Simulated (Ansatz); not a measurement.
A nudged elastic band was laid between two geometries of C3H9NO2Si (16 atoms, charge 0, multiplicity 1).

These are results of RHF/STO-3G (Ansatz), not measurements.

| Item | Value |
| --- | --- |
| movable images | 5 |
| climbing image | yes |
| spring | 5.0 eV/Å² |
| optimiser | quadratic models (default) |
| start path | through a guess of the saddle point |
| force threshold | 0.05 eV/Å |
| iteration limit | 60 |
| end points | relaxed |

First end point:

```xyz
16
Properties=species:S:1:pos:R:3
C 1.799 -0.298 0.496
C 0.619 -0.313 -0.466
N 0.845 -0.810 -1.835
C -0.613 0.084 -0.190
O -1.597 0.009 -1.177
Si -1.303 0.769 1.405
O -2.894 1.234 1.118
H 2.195 -1.301 0.643
H 2.609 0.320 0.111
H 1.512 0.093 1.466
H 1.603 -0.256 -2.267
H 1.227 -1.769 -1.779
H -1.106 -0.363 -1.953
H -1.249 -0.229 2.421
H -0.545 1.895 1.834
H -3.124 0.913 0.216
```

Last end point:

```xyz
16
Properties=species:S:1:pos:R:3
C 2.073 -0.317 0.368
C 0.732 -0.333 -0.350
N 0.695 -0.735 -1.771
C -0.426 0.012 0.187
O -1.541 -0.079 -0.666
Si -0.969 0.647 1.936
O -2.645 0.925 1.114
H 2.551 -1.294 0.334
H 2.759 0.398 -0.084
H 1.943 -0.043 1.410
H 1.390 -0.177 -2.294
H 1.037 -1.707 -1.855
H -1.173 -0.300 -1.557
H -3.362 0.372 1.489
H -0.598 2.017 1.616
H -2.490 0.591 0.167
```

(1) Which bonds break or form, and what moves?

(2) Give the energies along the band, and the barrier.

(3) What is the geometry of the highest image?

## Answers

(1) Bonds broken: Si6–H14. Bonds formed: O7–H14.

(2) It converged. The highest image is number 4 of 0 to 6, 4.71 eV above the first end and 2.91 eV above the last; the last end lies 1.80 eV above the first. Neighbouring images differ by up to 3.1 eV, so the band resolves the path poorly. A vibrational analysis at the climbing image gives one clearly imaginary mode, 2342i cm⁻¹: a first-order saddle point. The orbitals stay closed-shell, which can raise the energy where a bond breaks towards radicals; this wasn't checked here. Limits of this set-up: minimal basis.

```
image  path coordinate (Å)  energy (eV)  Si6–H14 (Å)  O7–H14 (Å)
    0                 0.00         0.00         1.43        2.56
    1                 0.58         0.00         1.43        2.57
    2                 1.16         0.11         1.42        2.48
    3                 1.74         1.56         1.42        1.98
    4                 2.32         4.71         1.51        1.33
    5                 3.12         2.17         2.22        0.98
    6                 3.93         1.80         2.45        0.98
```

(3) 
```xyz
16
Properties=species:S:1:pos:R:3
C 1.949 -0.286 0.412
C 0.690 -0.334 -0.442
N 0.813 -0.790 -1.838
C -0.527 0.004 -0.044
O -1.587 -0.103 -0.946
Si -1.127 0.598 1.631
O -2.761 1.223 1.140
H 2.415 -1.268 0.480
H 2.686 0.396 -0.008
H 1.724 0.047 1.420
H 1.517 -0.206 -2.318
H 1.223 -1.739 -1.843
H -1.145 -0.420 -1.775
H -2.546 0.233 1.998
H -0.389 1.792 1.924
H -2.959 0.831 0.253
```

The run took 4.2 min on 1 thread of Arm Neoverse N1 (shared host), peak memory 0.13 GiB.
